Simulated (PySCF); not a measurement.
Job file and geometry (Å, from GFN2-xTB) of an NMR shielding run on `C1C(=NCC(F)(F)F)CCC1`, C7H10F3N, PySCF, GIAO PBE0/pcSseg-1 NMR shielding, non-relativistic, gas phase; density fitting, a coarse starting grid and PySCF grid level 2 are the driver's defaults:

```
{"job": {"kind": "nmr", "xc": "PBE0", "basis": "pcSseg-1"}, "charge": 0, "multiplicity": 1}
F      2.655406     0.719073     0.370934
C      2.910640    -0.599187     0.338717
F      4.047967    -0.741723    -0.365396
F      3.186384    -0.968153     1.590635
C      1.770760    -1.392390    -0.285809
N      0.583091    -1.232232     0.504116
C     -0.292847    -0.368610     0.231055
C     -0.371579     0.599333    -0.924768
C     -1.576509     1.484648    -0.603117
C     -2.488232     0.580409     0.226448
C     -1.507553    -0.205733     1.094134
H      2.058784    -2.447471    -0.255439
H      1.680741    -1.062510    -1.331050
H     -0.542616     0.027701    -1.841953
H      0.547602     1.171457    -1.047448
H     -2.065314     1.863397    -1.499323
H     -1.255509     2.336715    -0.002416
H     -3.033861    -0.100866    -0.428449
H     -3.210570     1.142703     0.815032
H     -1.220393     0.375726     1.973228
H     -1.885313    -1.165344     1.440396
```

Q: Write the output of this run.

A: 
```
coarse grid: 18128 points
cycle   1  E = -626.0765406339  dE =  1.734e+00  |g| = 9.320e-01  |ddm| = 4.084e+00
cycle   2  E = -625.9471564206  dE =  1.294e-01  |g| = 1.337e+00  |ddm| = 1.359e+00
cycle   3  E = -626.2334397221  dE = -2.863e-01  |g| = 7.328e-02  |ddm| = 7.547e-01
cycle   4  E = -626.2341405928  dE = -7.009e-04  |g| = 4.600e-02  |ddm| = 8.108e-02
cycle   5  E = -626.2345598193  dE = -4.192e-04  |g| = 1.582e-02  |ddm| = 4.872e-02
cycle   6  E = -626.2346067744  dE = -4.696e-05  |g| = 5.790e-03  |ddm| = 1.705e-02
cycle   7  E = -626.2346136061  dE = -6.832e-06  |g| = 4.902e-04  |ddm| = 4.365e-03
final grid: 177984 points
cycle   8  E = -626.3200575419  dE = -7.784e-05  |g| = 9.793e-03  |ddm| = 3.855e-02
cycle   9  E = -626.3200477680  dE =  9.774e-06  |g| = 1.229e-02  |ddm| = 1.792e-02
cycle  10  E = -626.3200802220  dE = -3.245e-05  |g| = 8.432e-04  |ddm| = 9.316e-03
cycle  11  E = -626.3200803227  dE = -1.007e-07  |g| = 3.356e-04  |ddm| = 7.820e-04
cycle  12  E = -626.3200803398  dE = -1.717e-08  |g| = 1.039e-04  |ddm| = 2.721e-04
cycle  13  E = -626.3200803416  dE = -1.759e-09  |g| = 4.652e-05  |ddm| = 1.054e-04
cycle  14  E = -626.3200803420  dE = -4.356e-10  |g| = 9.547e-06  |ddm| = 4.433e-05
converged SCF energy = -626.3200803420

GIAO shielding tensors (ppm)
atom      isotropic    diamagn.    paramagn.     s11        s22        s33       span
  0 F      263.469     479.441    -215.972    179.435    260.473    350.497    171.062
  1 C       52.782     244.845    -192.063     48.434     53.165     56.747      8.313
  2 F      254.222     467.723    -213.501    164.377    252.858    345.430    181.053
  3 F      255.623     472.374    -216.751    171.143    259.226    336.500    165.357
  4 C      127.705     251.037    -123.332    111.528    124.352    147.235     35.707
  5 N      -69.336     329.626    -398.962   -399.998    -68.171    260.163    660.161
  6 C       -7.084     256.337    -263.420    -98.722    -11.268     88.739    187.462
  7 C      156.655     251.844     -95.190    151.095    152.905    165.963     14.869
  8 C      158.313     248.440     -90.127    136.147    165.757    173.036     36.889
  9 C      159.518     250.347     -90.829    141.898    164.956    171.701     29.803
 10 C      145.244     247.975    -102.731    123.156    145.550    167.026     43.870
 11 H       27.030      28.269      -1.239     24.084     26.176     30.829      6.744
 12 H       27.866      31.926      -4.060     24.701     29.083     29.813      5.112
 13 H       29.747      31.930      -2.183     24.473     29.465     35.301     10.828
 14 H       29.137      32.591      -3.455     23.480     29.293     34.637     11.157
 15 H       29.651      29.340       0.312     24.851     27.427     36.675     11.824
 16 H       29.943      30.825      -0.881     25.288     28.382     36.160     10.871
 17 H       30.160      30.450      -0.290     25.702     28.024     36.755     11.053
 18 H       29.794      28.877       0.917     25.458     27.070     36.854     11.395
 19 H       29.229      30.688      -1.459     24.998     28.337     34.352      9.353
 20 H       29.131      30.374      -1.243     24.683     28.174     34.535      9.852
```

Q: Turn these shieldings into chemical shifts. Shifts are taken against calculated references (same method and geometry level): CFCl3 for 19F (170.95 ppm); 13C (186.93 ppm) and 1H (31.72 ppm) vs TMS; 15N (267.73 ppm) vs NH3.

A: Averaging equivalent atoms: F 0/2/3: -86.8; C 6: 194.0; C 1: 134.1; C 4: 59.2; C 10: 41.7; C 7: 30.3; C 8: 28.6; C 9: 27.4; N 5: 337.1; H 11/12: 4.27; H 19/20: 2.54; H 13/14: 2.28; H 15/16: 1.92; H 17/18: 1.74 ppm. Unscaled 19F shifts against computed CFCl3 carry errors that often reach 10 to 50 ppm. Experimental scales use liquid or dissolved standards, which lie at an offset from isolated NH3 (liquid NH3: subtract about 20 ppm). Unscaled 15N shifts of sp2 nitrogen come out 20 to 40 ppm too high even then.

Size and cost of the density-fitted run: 237 basis functions, 47 s wall time on 1 thread of an Arm Neoverse V2, shared host.
